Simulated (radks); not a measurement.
F-, 10 electrons, occupied as [Ne]. All-electron calculation, scalar-relativistic Kohn-Sham, PBEsol, spin-unpolarised, spherical densities, point nucleus; hard spherical wall at 10 bohr. Program: a radial shooting solver on a logarithmic mesh with Libxc functionals. Some entries of the table are withheld. Estimate them.

orbital,occ.,eigenvalue (hartree),r(max) (bohr),<r> (bohr)
1s,2,-23.77546,0.1146,(1)
2s,2,-0.61223,0.7714,1.036
2p,6,0.05552,0.7233,1.325
3s,0,0.18678,(2),(3)
3p,0,(4),(5),6.237
3d,0,(6),6.900,6.612

Answer. 
(1) 1s <r> (bohr): 0.1767
(2) 3s r(max) (bohr): 6.112
(3) 3s <r> (bohr): 5.894
(4) 3p eigenvalue (hartree): 0.22727
(5) 3p r(max) (bohr): 6.612
(6) 3d eigenvalue (hartree): 0.27895
